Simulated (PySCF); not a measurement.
## [TaO(OH)4]− at several levels of theory

Computed with PySCF 2.14.0 (density fitting, no spin-orbit coupling) at the geometry relaxed with r2SCAN:

```xyz
10
[TaO(OH)4]− (singlet)
Ta    0.0631    0.0878   -0.2429
O    -0.0655   -0.2714    1.5175
O     0.0824   -0.1012   -2.2597
H    -0.3433   -0.8513   -2.6885
O     2.0449    0.1084   -0.2177
H     2.3172    0.0439    0.7068
O    -0.7501    1.8854   -0.1853
H    -0.9179    2.1119    0.7384
O    -1.1167   -1.5233   -0.5128
H    -1.3140   -1.8269    0.3842
```

```tsv
level	basis	state	HOMO (eV)	gap (eV)	charge on Ta1 (e)	dipole about the centre of mass (D)	largest force component (eV/Å)
r2SCAN	Ta def2-SVP with ECP60, O def2-SVP, H def2-SVP	singlet	-1.28	5.65	0.81	1.47	0.06
revPBE	the same	singlet	-0.85	4.77	0.58	1.38	0.60
r2SCAN	Ta def2-TZVP with ECP60, O def2-TZVP, H def2-TZVP	singlet	-1.56	5.62	1.37	1.36	0.40
r2SCAN	Ta x2c-SVPall, O x2c-SVPall, H x2c-SVPall	singlet	-1.48	5.56	0.56	1.48	1.06
```

Charges are Mulliken's, which hang on the basis. The relaxation used the grid (50, 194), these runs (75, 302) or, all-electron (x2c bases, spin-free X2C Hamiltonian), (99, 590).

A further run in the first row's basis gives HOMO (eV) -0.78, gap (eV) 4.60, charge on Ta1 (e) 0.50, dipole about the centre of mass (D) 1.35, largest force component (eV/Å) 0.88. Which level was it?
A. PBE0
B. CAM-B3LYP
C. BLYP

C. The others give HOMO -2.58 eV (PBE0); -3.98 eV (CAM-B3LYP).

In the first row's basis the gap widens with exact exchange: 4.6 to 5.6 eV for BLYP, revPBE, r2SCAN (none); 7.1 eV for PBE0 (a fixed share); 9.2 eV for CAM-B3LYP (rising or full at long range).

No frequency check is given that shows the relaxed geometry to be a minimum.
